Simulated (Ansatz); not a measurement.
Reaction (redistribution): `[OH][Ti]([F])([Cl])[Cl]` + `CC1=CC(C(F)(F)F)=[O+][Ti-]([F])([F])([F])[O]1` → `CC1=CC(C(F)(F)F)=[O+][Ti-]([F])([Cl])([Cl])[O]1` + `[OH][Ti]([F])([F])[F]`

Program: Ansatz. Geometries: PBE0-D4/def2-TZVP. ΔE: electronic, gas phase. CCSD(T)/CBS adds triple-zeta CCSD(T) − MP2 to the extrapolated MP2 energy (def2 sets, frozen cores). DFT in def2-TZVPP. For Ti outer-core shells are correlated without core-valence functions, which leaves a few kJ/mol of doubt a bond. Scalar relativity is left out up to krypton. One conformer a species, not always the lowest.

```
                                          species  CAM-B3LYP-D4 energy (Eh)
                        `[OH][Ti]([F])([Cl])[Cl]`               -1945.93771
  `CC1=CC(C(F)(F)F)=[O+][Ti-]([F])([F])([F])[O]1`               -1792.40206
`CC1=CC(C(F)(F)F)=[O+][Ti-]([F])([Cl])([Cl])[O]1`               -2513.10375
                          `[OH][Ti]([F])([F])[F]`               -1225.22990
```

Question: Work out ΔE.

Answer: ΔE = (-2513.10375) + (-1225.22990) − (-1945.93771) − (-1792.40206) = 0.00612 Eh = +0.17 eV. CCSD(T)/CBS gives +0.17 eV.

Largest T1 diagnostic among the species: 0.024, so the coupled-cluster value is less sure than usual.

The D4 term adds −0.05 eV with B3LYP and −0.03 eV with PBE0; it sums over pairs of atoms, weighted by their polarisabilities, and B3LYP, whose exchange is more repulsive, gets the larger term. Leaving LDA and LC-ωPBE aside and taking each functional with its dispersion term where it has one, the values, not all of them listed here, spread over 0.10 eV, from revPBE-D4 to ωB97X-V. In def2-TZVPP, CCSD(T) changes the Hartree–Fock value by −0.10 eV (the triples alone add −0.03 eV) and MP2 by −0.12 eV.

B3LYP here is the variant with VWN-RPA as its local correlation; programs differ in this.
